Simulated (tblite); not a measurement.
Species: C4H11B2O (doublet state).
Numbering: `[BH2:1][BH:2][O:3][CH2:4][C@H:5]([CH2:6])[CH3:7]` (hydrogens: H8, H9 on B1; H10 on B2; H11, H12 on C4; H13 on C5; H14, H15 on C6; H16, H17, H18 on C7)

Computed with GFN2-xTB (tblite), gas phase: L-BFGS steps from a force-field or distance-geometry start until the largest atomic force falls under 0.01 eV/Å.

Geometry at step 28:
```
atom  x, y, z in Å
B1      3.5805    0.6464   -0.3168
B2      2.2450   -0.2918   -0.1768
O3      0.9728    0.0779   -0.3235
C4     -0.0999   -0.8241   -0.5175
C5     -1.4870   -0.2460   -0.0359
C6     -2.5388   -0.7644   -0.9272
C7     -1.4644    1.2958   -0.0567
H8      4.1639    1.1743    0.5663
H9      4.0968    0.6494   -1.3877
H10     2.5496   -1.4644   -0.0628
H11    -0.2246   -1.0267   -1.5948
H12     0.1058   -1.7814   -0.0068
H13    -1.6480   -0.6345    0.9761
H14    -3.1113   -1.6436   -0.6962
H15    -2.7917   -0.1870   -1.7970
H16    -2.3002    1.7140    0.5079
H17    -0.5403    1.6457    0.3921
H18    -1.5170    1.6667   -1.0839
```

Task: Give the atomic forces at this geometry.

Result: 
| atom | Fx (eV/Å) | Fy (eV/Å) | Fz (eV/Å) |
| --- | --- | --- | --- |
| B1 | 0.269 | 0.218 | -0.050 |
| B2 | 0.111 | -0.245 | -0.054 |
| O3 | -0.186 | -0.373 | -0.226 |
| C4 | -0.126 | 0.058 | 0.018 |
| C5 | 0.103 | -0.002 | -0.003 |
| C6 | -0.180 | 0.143 | 0.086 |
| C7 | 0.021 | -0.169 | 0.050 |
| H8 | -0.092 | -0.133 | -0.261 |
| H9 | -0.055 | 0.110 | 0.367 |
| H10 | -0.305 | 0.180 | 0.016 |
| H11 | 0.350 | 0.081 | 0.134 |
| H12 | -0.097 | 0.209 | -0.153 |
| H13 | 0.015 | 0.268 | 0.066 |
| H14 | 0.099 | 0.057 | -0.027 |
| H15 | -0.044 | -0.161 | -0.046 |
| H16 | 0.042 | -0.190 | -0.118 |
| H17 | 0.029 | 0.067 | 0.003 |
| H18 | 0.047 | -0.118 | 0.198 |

The largest, 0.47 eV/Å, acts on O3; the rms over all components is 0.159 eV/Å. The forces sum to zero within rounding, as they must for an isolated molecule in no field.

Task: Give the force on O3 in Eh/bohr and in nN.

Result: 0.474 eV/Å ÷ 51.422 = 0.00922 Eh/bohr, and 0.474 eV/Å × 1.602 = 0.76 nN.

Task: How far is this geometry from the end of the optimisation?

Result: 0.257 eV above it, and 0.745 Å rms away after alignment. The bonds farthest from their final lengths, with half the difference of the two atoms' forces along the bond (positive lengthens):

| bond | now (Å) | final (Å) | force along bond (eV/Å) |
| --- | --- | --- | --- |
| C4–C5 | 1.578 | 1.560 | -0.11 |
| B1–H9 | 1.189 | 1.172 | -0.26 |
| B1–B2 | 1.638 | 1.655 | +0.20 |
| B2–H10 | 1.217 | 1.200 | -0.25 |
| C5–C7 | 1.542 | 1.527 | -0.08 |
| O3–C4 | 1.415 | 1.404 | -0.18 |

The angle farthest from its final value is B1–B2–H10, 110.8° against 117.7°.

Of the 6 listed bonds off by 0.010 Å or more, this force points towards the final length in 6.

What follows is the cost of the whole relaxation. The run took 1.6 s of wall time on an Intel Xeon Platinum 8259CL at 2.50 GHz with one thread, on a shared host.
